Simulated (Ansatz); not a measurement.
# Four-centre ligand exchange

Start structure (CH₈AsB, closed shell), relaxed at PBE0-D4/def2-TZVP:

```json
{"atom": "B1", "x (Å)": "0.7354", "y (Å)": "-0.5357", "z (Å)": "-0.6134"}
{"atom": "C2", "x (Å)": "1.1330", "y (Å)": "-0.7735", "z (Å)": "0.8779"}
{"atom": "H3", "x (Å)": "1.2624", "y (Å)": "0.3301", "z (Å)": "-1.2558"}
{"atom": "H4", "x (Å)": "0.0799", "y (Å)": "-1.3463", "z (Å)": "-1.2079"}
{"atom": "H5", "x (Å)": "-0.7527", "y (Å)": "0.5287", "z (Å)": "-0.1058"}
{"atom": "As6", "x (Å)": "-1.7719", "y (Å)": "1.2195", "z (Å)": "-1.0287"}
{"atom": "H7", "x (Å)": "2.0319", "y (Å)": "-1.4092", "z (Å)": "0.8058"}
{"atom": "H8", "x (Å)": "0.4094", "y (Å)": "-1.3397", "z (Å)": "1.4669"}
{"atom": "H9", "x (Å)": "1.4385", "y (Å)": "0.1200", "z (Å)": "1.4252"}
{"atom": "H10", "x (Å)": "-1.6537", "y (Å)": "2.4974", "z (Å)": "-0.2074"}
{"atom": "H11", "x (Å)": "-2.9122", "y (Å)": "0.7086", "z (Å)": "-0.1568"}
```

The step: CH₅B ([BH2][CH3]) + AsH₃ → BAsH₄ ([BH2][AsH2]) + CH₄; bonds formed: B1–As6, C2–H5; bonds broken: B1–C2, H5–As6. Computed with Ansatz 0.2.0 (basis: def2-TZVPP and def2-QZVPP); correlated methods freeze the cores. Filled d shells of the heavier atoms are correlated. The def2 sets are not built for correlating such inner shells, so the correlated values are less sure here. Extrapolation: Hartree–Fock as exp(−7.88 √X), correlation as X^−2.97. Energies below are by CCSD(T) at an estimated basis limit (MP2 extrapolated from triple and quadruple zeta, plus CCSD(T) − MP2 in triple zeta).

Problem. What are the electronic barrier and the energy of the step, from the start structure to the end structure? (To be estimated.)

Solution. By the calculation: Barrier 0.653 eV; step energy -0.301 eV (downhill); reverse barrier, their difference, 0.954 eV. Barrier and step energy count from the start structure, the reverse barrier from the end structure.

The saddle point: One imaginary mode of 848i cm⁻¹.
| pair | start (Å) | saddle (Å) | end (Å) |
| --- | --- | --- | --- |
| B1–As6 | 3.09 | 2.16 | 1.98 |
| C2–H5 | 2.49 | 1.45 | 1.09 |
| B1–C2 | 1.56 | 1.77 | 3.31 |
| H5–As6 | 1.54 | 1.96 | 3.46 |

Zero-point energy (harmonic, PBE0-D4): ZPE is 2.166 eV at the start and 2.238 eV at the saddle, so the barrier goes from 0.653 to 0.725 eV.

The T1 diagnostic stays at or below 0.013. The start structure is not quite a true minimum (one mode of 81i cm⁻¹).

Labels in which every atom is bracketed show which atoms are joined, not bond orders.

For scale, one of the runs: CCSD(T)/def2-TZVPP, 222 basis functions, launched by `ansatz run in.yaml --threads 4 --pin off --events-out ev --progress --plain --max-ram 9574MiB`. The run took 81 s on 4 CPU threads of an Arm Neoverse V2 (shared host), with 3.5 GiB of host memory at its peak.
